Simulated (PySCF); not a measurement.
Harmonic spectrum computed at PBE0 in the def2-TZVP basis family (core potentials from Rb on, PySCF, no spin–orbit coupling):

```csv
symmetry,ω (cm⁻¹),IR (km/mol)
a1,858,12.7
a1,2003,23.8
b2,2011,24.2
```

Question: Which molecule gave it? In each, all ligands are bound to the one heavy central atom.
A. SbH₂⁺ (singlet)
B. AsH₂⁺ (singlet)
C. H₂S⁺ (doublet)
D. LuH₂⁺ (singlet)
E. SnH₂⁺ (doublet)

Answer: A. It has C2v symmetry with Sb–H 1.709 Å (×2).
